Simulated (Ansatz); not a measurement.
C9H17GeNSi (`C[Si](C)(C)[N]([GeH3])c1ccccc1`), relaxed with RKS PBE-D4/def2-SVP in the Gaussian-basis code of Ansatz from a rough embedded geometry. The force threshold is 0.03 eV/Å; the program also tests the step.

Charge 0, multiplicity 1.

Start:

```xyz
29

C     1.850    2.404    0.581
Si    1.411    0.777   -0.099
C     2.022   -0.472    1.123
C     2.279    0.476   -1.796
N    -0.386    0.625   -0.313
Ge   -1.275    1.967   -1.277
C    -1.070   -0.554    0.105
C    -2.159   -0.430    0.962
C    -2.831   -1.531    1.414
C    -2.482   -2.805    0.953
C    -1.413   -2.928    0.075
C    -0.699   -1.816   -0.363
H     1.261    2.695    1.507
H     2.939    2.552    0.773
H     1.560    3.239   -0.160
H     3.145   -0.291    1.299
H     1.478   -0.418    2.030
H     1.949   -1.495    0.686
H     3.360    0.615   -1.611
H     1.908    1.348   -2.454
H     1.994   -0.454   -2.143
H    -2.024    1.267   -2.457
H    -2.338    2.635   -0.388
H    -0.289    3.027   -1.814
H    -2.444    0.526    1.366
H    -3.701   -1.409    2.075
H    -3.026   -3.695    1.304
H    -1.111   -3.921   -0.320
H     0.090   -1.936   -1.058
```

```csv
step,energy (eV),largest force (eV/Å),largest move (Å)
1,-75452.9916,4.302,0.000
2,-75453.5498,1.283,0.107
3,-75453.6233,0.260,0.052
4 (rejected),-75453.6227,0.215,0.149
5,-75453.6357,0.084,0.074
6,-75453.6401,0.042,0.100
7,-75453.6449,0.104,0.147
8,-75453.6473,0.213,0.151
9,-75453.6517,0.161,0.046
10,-75453.6606,0.063,0.194
11,-75453.6660,0.085,0.191
12,-75453.6681,0.105,0.114
13,-75453.6702,0.065,0.033
14,-75453.6724,0.047,0.086
15,-75453.6730,0.022,0.049
16,-75453.6735,0.036,0.040
17,-75453.6739,0.023,0.046
```

End:

```xyz
29

C     1.873    2.549    0.256
Si    1.432    0.750   -0.132
C     2.011   -0.337    1.297
C     2.278    0.258   -1.752
N    -0.351    0.646   -0.261
Ge   -1.359    2.136   -0.796
C    -1.057   -0.535    0.055
C    -2.280   -0.493    0.768
C    -2.982   -1.666    1.075
C    -2.476   -2.920    0.701
C    -1.263   -2.979   -0.003
C    -0.569   -1.808   -0.334
H     1.359    2.904    1.172
H     2.966    2.624    0.433
H     1.626    3.244   -0.572
H     3.102   -0.201    1.451
H     1.493   -0.048    2.235
H     1.820   -1.414    1.125
H     3.376    0.406   -1.684
H     1.903    0.878   -2.591
H     2.097   -0.805   -2.013
H    -2.644    1.594   -1.469
H    -1.729    3.058    0.403
H    -0.498    2.941   -1.806
H    -2.672    0.479    1.108
H    -3.929   -1.597    1.632
H    -3.023   -3.841    0.950
H    -0.856   -3.953   -0.320
H     0.354   -1.871   -0.927
```

Run time 20 s (10 threads of an AMD EPYC 7R13 on a shared host and a whole NVIDIA H100 80 GB); peak host memory 0.98 GiB.
